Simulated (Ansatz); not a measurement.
Geometry optimisation of `FC(F)(F)c1cc2sc(-c3cc4sc(-c5cc6sc(-c7cc8sc(-c9cc%10sc(-c%11cc%12sc(C(F)(F)F)cc%12s%11)cc%10s9)cc8s7)cc6s5)cc4s3)cc2s1`.

```yaml
crystal:
  periodic: [false, false, false]
  atoms:
    - {symbol: F, position_ang: [-19.157000, 1.290690, -1.556410]}
    - {symbol: C, position_ang: [-18.632790, 0.073030, -1.782220]}
    - {symbol: F, position_ang: [-19.210280, -0.761340, -0.905790]}
    - {symbol: F, position_ang: [-19.073630, -0.294290, -3.000850]}
    - {symbol: C, position_ang: [-17.152030, 0.052150, -1.667970]}
    - {symbol: C, position_ang: [-16.412240, -0.788870, -0.885030]}
    - {symbol: C, position_ang: [-15.043260, -0.515460, -1.020420]}
    - {symbol: S, position_ang: [-13.597140, -1.164320, -0.336340]}
    - {symbol: C, position_ang: [-12.627820, -0.017010, -1.245250]}
    - {symbol: C, position_ang: [-11.211450, -0.020870, -1.110290]}
    - {symbol: C, position_ang: [-10.446570, -0.850950, -0.324020]}
    - {symbol: C, position_ang: [-9.084460, -0.562610, -0.439720]}
    - {symbol: S, position_ang: [-7.640570, -1.210180, 0.253450]}
    - {symbol: C, position_ang: [-6.668600, -0.049840, -0.638600]}
    - {symbol: C, position_ang: [-5.254500, -0.053940, -0.499110]}
    - {symbol: C, position_ang: [-4.479320, -0.968650, 0.175930]}
    - {symbol: C, position_ang: [-3.120020, -0.658630, 0.086480]}
    - {symbol: S, position_ang: [-1.666810, -1.386880, 0.671630]}
    - {symbol: C, position_ang: [-0.707310, -0.114640, -0.069820]}
    - {symbol: C, position_ang: [0.708050, -0.125800, 0.055710]}
    - {symbol: C, position_ang: [1.495800, -1.087680, 0.646080]}
    - {symbol: C, position_ang: [2.851290, -0.752120, 0.590540]}
    - {symbol: S, position_ang: [4.314940, -1.496820, 1.129420]}
    - {symbol: C, position_ang: [5.253530, -0.144240, 0.513510]}
    - {symbol: C, position_ang: [6.666750, -0.121930, 0.661570]}
    - {symbol: C, position_ang: [7.479170, -1.079810, 1.223780]}
    - {symbol: C, position_ang: [8.824840, -0.699330, 1.192870]}
    - {symbol: S, position_ang: [10.310250, -1.413300, 1.708580]}
    - {symbol: C, position_ang: [11.211240, -0.023610, 1.127370]}
    - {symbol: C, position_ang: [12.630360, 0.026660, 1.252600]}
    - {symbol: C, position_ang: [13.475870, 0.989880, 0.749670]}
    - {symbol: C, position_ang: [14.811820, 0.723850, 1.072450]}
    - {symbol: S, position_ang: [16.313280, 1.516640, 0.756380]}
    - {symbol: C, position_ang: [17.154180, 0.270590, 1.635960]}
    - {symbol: C, position_ang: [18.633750, 0.330630, 1.755100]}
    - {symbol: F, position_ang: [19.078550, 1.514930, 2.210010]}
    - {symbol: F, position_ang: [19.260810, 0.130090, 0.579100]}
    - {symbol: F, position_ang: [19.104740, -0.602280, 2.594640]}
    - {symbol: C, position_ang: [16.336990, -0.700580, 2.142370]}
    - {symbol: C, position_ang: [14.996580, -0.440120, 1.819800]}
    - {symbol: S, position_ang: [13.490890, -1.225030, 2.128170]}
    - {symbol: C, position_ang: [10.392030, 0.933710, 0.570890]}
    - {symbol: C, position_ang: [9.050300, 0.549980, 0.609270]}
    - {symbol: S, position_ang: [7.570580, 1.272240, 0.089090]}
    - {symbol: C, position_ang: [4.463470, 0.815110, -0.078100]}
    - {symbol: C, position_ang: [3.111220, 0.468860, -0.036740]}
    - {symbol: S, position_ang: [1.650960, 1.213330, -0.581200]}
    - {symbol: C, position_ang: [-1.483450, 0.811520, -0.728930]}
    - {symbol: C, position_ang: [-2.842900, 0.499110, -0.644810]}
    - {symbol: S, position_ang: [-4.295310, 1.215080, -1.246780]}
    - {symbol: C, position_ang: [-7.433210, 0.783740, -1.422010]}
    - {symbol: C, position_ang: [-8.795190, 0.490360, -1.311130]}
    - {symbol: S, position_ang: [-10.238030, 1.133000, -2.009370]}
    - {symbol: C, position_ang: [-13.393550, 0.810200, -2.031850]}
    - {symbol: C, position_ang: [-14.759150, 0.526720, -1.903680]}
    - {symbol: S, position_ang: [-16.200990, 1.183390, -2.589430]}
    - {symbol: H, position_ang: [-16.835290, -1.546950, -0.252410]}
    - {symbol: H, position_ang: [-10.862230, -1.619280, 0.301410]}
    - {symbol: H, position_ang: [-4.883190, -1.817160, 0.697300]}
    - {symbol: H, position_ang: [1.101090, -1.982760, 1.090460]}
    - {symbol: H, position_ang: [7.107990, -2.002840, 1.630310]}
    - {symbol: H, position_ang: [13.150630, 1.836070, 0.175800]}
    - {symbol: H, position_ang: [16.686670, -1.540920, 2.712740]}
    - {symbol: H, position_ang: [10.743300, 1.862910, 0.164860]}
    - {symbol: H, position_ang: [4.854910, 1.717280, -0.511460]}
    - {symbol: H, position_ang: [-1.076840, 1.663200, -1.243610]}
    - {symbol: H, position_ang: [-7.018760, 1.556830, -2.042690]}
    - {symbol: H, position_ang: [-12.982940, 1.579230, -2.659280]}
basis:
  gaussian: {orbitals: def2-SVP, fitting: {mean_field: def2-universal-jkfit}}
hamiltonian: {xc: r2scan, dispersion: d4}
scf: {lower_state_search: "off"}
output: {orbitals: {seedname: orbitals}}
relax: {f_tol: 0.03, max_steps: 70}
```

```sh
$ ansatz run in.yaml --threads 11 --pin off --events-out ev --progress --plain --max-ram 166912MiB --backend cuda --devices 0, --max-vram 75GiB
```

It prints (some lines left out):

```
Functional definition: r2SCAN
mean field -185808.11667994 eV, -6828.3223427228 hartree, gradient 6.0e-6 eV, S^2 0.000000; 0 other end points of the search recorded, 0 dependent functions left out
relax step   1: F+E_penalty+E_count = -185809.22397014 eV  Δ(F+E_penalty+E_count) = +0.000e0 eV  max|allowed force component| = 6.943e-1 eV/Å  Δτ_max = 0.0000 Å  (26 SCF iters, accepted)
mean field -185808.37823030 eV, -6828.3319545212 hartree, gradient 3.2e-6 eV, S^2 0.000000; 0 other end points of the search recorded, 0 dependent functions left out
relax step   2: F+E_penalty+E_count = -185809.47906746 eV  Δ(F+E_penalty+E_count) = -2.551e-1 eV  max|allowed force component| = 2.082e-1 eV/Å  Δτ_max = 0.1186 Å  (22 SCF iters, accepted)
mean field -185808.41071781 eV, -6828.3331484151 hartree, gradient 2.6e-6 eV, S^2 0.000000; 0 other end points of the search recorded, 0 dependent functions left out
relax step   3: F+E_penalty+E_count = -185809.50805193 eV  Δ(F+E_penalty+E_count) = -2.898e-2 eV  max|allowed force component| = 6.917e-2 eV/Å  Δτ_max = 0.0621 Å  (22 SCF iters, accepted)
mean field -185808.41276807 eV, -6828.3332237608 hartree, gradient 2.7e-6 eV, S^2 0.000000; 0 other end points of the search recorded, 0 dependent functions left out
relax step   4: F+E_penalty+E_count = -185809.50977061 eV  Δ(F+E_penalty+E_count) = -1.719e-3 eV  max|allowed force component| = 4.958e-2 eV/Å  Δτ_max = 0.0346 Å  (21 SCF iters, accepted)
mean field -185808.41447251 eV, -6828.3332863981 hartree, gradient 2.4e-6 eV, S^2 0.000000; 0 other end points of the search recorded, 0 dependent functions left out
relax step   5: F+E_penalty+E_count = -185809.51157636 eV  Δ(F+E_penalty+E_count) = -1.806e-3 eV  max|allowed force component| = 2.702e-2 eV/Å  Δτ_max = 0.0334 Å  (22 SCF iters, accepted)
Total energy: -185809.51160602 eV, -6828.3736053107 hartree
Atom 0 at   -19.338647     1.282879    -1.579876 Å, force     0.002844    -0.002462    -0.001395 eV/Å
Atom 1 at   -18.813149     0.065692    -1.810536 Å, force    -0.008245    -0.007728     0.008073 eV/Å
Atom 2 at   -19.365904    -0.794313    -0.940341 Å, force    -0.004191     0.001744    -0.003058 eV/Å
Atom 3 at   -19.211870    -0.293748    -3.045095 Å, force     0.002016     0.002572    -0.007162 eV/Å
Atom 4 at   -17.328532     0.064531    -1.673997 Å, force     0.009628    -0.006863     0.001632 eV/Å
Atom 5 at   -16.580746    -0.781195    -0.882790 Å, force    -0.017119     0.000098     0.009933 eV/Å
Atom 6 at   -15.200225    -0.503074    -1.018239 Å, force     0.007532     0.000862    -0.012095 eV/Å
Atom 7 at   -13.742951    -1.147652    -0.334401 Å, force    -0.004455    -0.000864    -0.000268 eV/Å
Atom 8 at   -12.760277    -0.005810    -1.248563 Å, force     0.000232    -0.002473    -0.000525 eV/Å
Atom 9 at   -11.329094    -0.027036    -1.108524 Å, force     0.000615     0.003595     0.002823 eV/Å
Atom 10 at   -10.550356    -0.880336    -0.333610 Å, force    -0.007927    -0.004493     0.000218 eV/Å
Atom 11 at    -9.177233    -0.584115    -0.451871 Å, force     0.003112     0.001823    -0.002855 eV/Å
Atom 12 at    -7.719253    -1.236036     0.224624 Å, force    -0.005816    -0.006019     0.005054 eV/Å
Atom 13 at    -6.736664    -0.067544    -0.657142 Å, force    -0.000500    -0.000460    -0.003680 eV/Å
Atom 14 at    -5.308168    -0.083753    -0.513489 Å, force     0.000261    -0.002922    -0.001713 eV/Å
Atom 15 at    -4.516957    -1.005820     0.166005 Å, force     0.010512     0.000766     0.000084 eV/Å
Atom 16 at    -3.147842    -0.680336     0.081075 Å, force    -0.013539    -0.006088     0.001386 eV/Å
Atom 17 at    -1.679811    -1.385301     0.679066 Å, force    -0.006712    -0.004735     0.006402 eV/Å
Atom 18 at    -0.713497    -0.114841    -0.070113 Å, force    -0.001350     0.001422    -0.003965 eV/Å
Atom 19 at     0.714996    -0.123639     0.070554 Å, force     0.000931    -0.003766     0.000222 eV/Å
Atom 20 at     1.522226    -1.085935     0.671317 Å, force     0.012560     0.005177     0.001201 eV/Å
Atom 21 at     2.885884    -0.731090     0.614913 Å, force    -0.017420    -0.008522    -0.000047 eV/Å
Atom 22 at     4.366523    -1.455640     1.156255 Å, force    -0.006017    -0.005250     0.003998 eV/Å
Atom 23 at     5.309301    -0.108659     0.519148 Å, force     0.002210     0.001977    -0.002100 eV/Å
Atom 24 at     6.737692    -0.098428     0.663377 Å, force    -0.000963    -0.000956     0.003483 eV/Å
Atom 25 at     7.562944    -1.075941     1.211668 Å, force    -0.004458     0.003276    -0.001201 eV/Å
Atom 26 at     8.919408    -0.691256     1.176651 Å, force    -0.008154     0.000744    -0.004605 eV/Å
Atom 27 at    10.413175    -1.416495     1.673886 Å, force     0.003464    -0.006446    -0.001420 eV/Å
Atom 28 at    11.328223    -0.014552     1.126358 Å, force     0.014217     0.001278    -0.000272 eV/Å
Atom 29 at    12.761662     0.033081     1.259748 Å, force    -0.014447    -0.001474    -0.001272 eV/Å
Atom 30 at    13.624699     0.984214     0.726434 Å, force    -0.027015     0.006856    -0.008910 eV/Å
Atom 31 at    14.967180     0.715254     1.070405 Å, force     0.022130    -0.007753     0.004234 eV/Å
Atom 32 at    16.486843     1.483925     0.742868 Å, force     0.000065    -0.007832     0.003559 eV/Å
Atom 33 at    17.326859     0.257040     1.659832 Å, force    -0.014817    -0.011294     0.001869 eV/Å
Atom 34 at    18.811966     0.303483     1.780875 Å, force     0.012700    -0.006108     0.007957 eV/Å
Atom 35 at    19.241583     1.488892     2.251212 Å, force    -0.000854     0.001096    -0.000443 eV/Å
Atom 36 at    19.425854     0.118636     0.596834 Å, force    -0.005281     0.003232    -0.001643 eV/Å
Atom 37 at    19.246492    -0.653877     2.615713 Å, force     0.000249     0.003777    -0.003635 eV/Å
Atom 38 at    16.492104    -0.700107     2.195768 Å, force     0.020073    -0.001136     0.001973 eV/Å
Atom 39 at    15.144235    -0.434911     1.857260 Å, force    -0.009590     0.015074    -0.007286 eV/Å
Atom 40 at    13.620306    -1.191161     2.189135 Å, force    -0.001285     0.001753     0.005418 eV/Å
Atom 41 at    10.502313     0.962032     0.577999 Å, force     0.005630     0.004624    -0.001689 eV/Å
Atom 42 at     9.148744     0.573442     0.606257 Å, force    -0.008819     0.001015     0.002327 eV/Å
Atom 43 at     7.655646     1.301222     0.107105 Å, force     0.009358     0.006203    -0.000574 eV/Å
Atom 44 at     4.500213     0.851335    -0.082045 Å, force    -0.007955    -0.000394     0.000267 eV/Å
Atom 45 at     3.138145     0.495189    -0.024740 Å, force     0.012361     0.007243    -0.001196 eV/Å
Atom 46 at     1.659850     1.223590    -0.563030 Å, force     0.005007     0.010614    -0.001506 eV/Å
Atom 47 at    -1.506103     0.807932    -0.747244 Å, force    -0.009549    -0.002542     0.000286 eV/Å
Atom 48 at    -2.874875     0.484073    -0.658054 Å, force     0.015826     0.004377    -0.003221 eV/Å
Atom 49 at    -4.341477     1.191112    -1.254492 Å, force     0.004905     0.008020    -0.001483 eV/Å
Atom 50 at    -7.516405     0.786182    -1.432270 Å, force    -0.003576    -0.001414    -0.000434 eV/Å
Atom 51 at    -8.889611     0.490162    -1.311756 Å, force     0.009924     0.000754     0.001299 eV/Å
Atom 52 at   -10.346857     1.144248    -1.985933 Å, force     0.003968     0.003231     0.002675 eV/Å
Atom 53 at   -13.535665     0.831702    -2.041697 Å, force     0.016831     0.003944    -0.001833 eV/Å
Atom 54 at   -14.912709     0.544335    -1.907930 Å, force    -0.004839     0.001034     0.004843 eV/Å
Atom 55 at   -16.366408     1.198668    -2.588803 Å, force     0.002841     0.006405     0.004212 eV/Å
Atom 56 at   -17.024941    -1.547951    -0.247432 Å, force     0.001314     0.002131     0.000670 eV/Å
Atom 57 at   -10.972302    -1.676129     0.282897 Å, force     0.000255    -0.001199     0.001615 eV/Å
Atom 58 at    -4.927805    -1.872796     0.686091 Å, force    -0.002298    -0.006016     0.003787 eV/Å
Atom 59 at     1.125737    -1.998261     1.119967 Å, force    -0.000977    -0.007774     0.004129 eV/Å
Atom 60 at     7.184503    -2.018873     1.609972 Å, force     0.000553    -0.004514     0.003323 eV/Å
Atom 61 at    13.286608     1.816786     0.108707 Å, force     0.014529    -0.003917     0.001374 eV/Å
Atom 62 at    16.853814    -1.535485     2.795995 Å, force    -0.000730     0.002354    -0.000532 eV/Å
Atom 63 at    10.876425     1.911695     0.194260 Å, force    -0.009327     0.001653    -0.001240 eV/Å
Atom 64 at     4.894987     1.760906    -0.537822 Å, force     0.000209     0.005084    -0.006218 eV/Å
Atom 65 at    -1.095017     1.666637    -1.280578 Å, force     0.001099     0.006536    -0.004685 eV/Å
Atom 66 at    -7.093728     1.574702    -2.057119 Å, force     0.001469     0.005591    -0.002670 eV/Å
Atom 67 at   -13.112062     1.608487    -2.680719 Å, force    -0.003208    -0.004518    -0.003493 eV/Å
Dipole moment:     0.002851    -0.051422     0.020525 e Å
Checks for a lower state left out: stability, starts, cluster_reference, orbital_swaps, neighbouring_geometries, increment
```

It took 19 s on 11 threads of AMD EPYC 7R13 on a shared host and a whole NVIDIA H100 80GB HBM3, peak host memory 1.5 GiB.

Single mean-field runs in def2-SVP are fitted with def2-universal-jkfit.
